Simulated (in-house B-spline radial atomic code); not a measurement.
Configurations of neutral xenon, with energies counted from [Kr] 4d10 5s2 5p6. Method: scalar-relativistic (X2C) OLYP, spin-polarised, spherical fractional occupations, Fermi nucleus of rms radius 4.7859 fm. Calculated with a radial B-spline atomic code at the basis-set limit. Shells without spins written out take the highest spin.

Occupations are held fixed; configurations that lie above the ionisation limit could autoionise.

```csv
configuration,E - E(ref) (eV),highest orbital,its <r> (bohr)
[Kr] 4d10 5s2 5p5 5d1,10.12,5d up,7.133
[Kr] 4d10 5s1 5p6 6s1,20.6,6s up,5.892
"[Kr] 4d10 4f(0 up, 1 down) 5s(0 up, 1 down) 5p6",23.385,4f down,16.82
[Ar] 3d10 4s2 4p5 4d10 4f1 5s2 5p6,149.67,4f up,16.82
"[Ar] 3d(4 up, 5 down) 4s2 4p6 4d10 5s2 5p6 6d(1 up, 0 down)",677.06,6d up,13.22
[Ar] 3d9 4s2 4p6 4d10 5s2 5p6 6f1,677.89,6f up,40.16
```

Question: Order these further configurations by energy, lowest first.
A. [Kr] 4d10 4f(0 up, 1 down) 5s2 5p(2 up, 3 down)
B. [Kr] 4d9 5s2 5p6 6p1
C. [Ar] 3d9 4s2 4p6 4d10 5s2 5p6 6d1
D. [Kr] 4d10 5s2 5p5 6p1
E. [Kr] 4d10 5s2 5p(3 up, 2 down) 6f(1 up, 0 down)

Answer: D (9.8002 eV), A (11.32 eV), E (11.714 eV), B (65.316 eV), C (677.06 eV).

Question: How far above the reference does [Kr] 4d10 5s2 5p5 6d1 lie?

Answer: 10.916 eV; its least bound orbital is 6d up with <r> = 13.48 bohr.
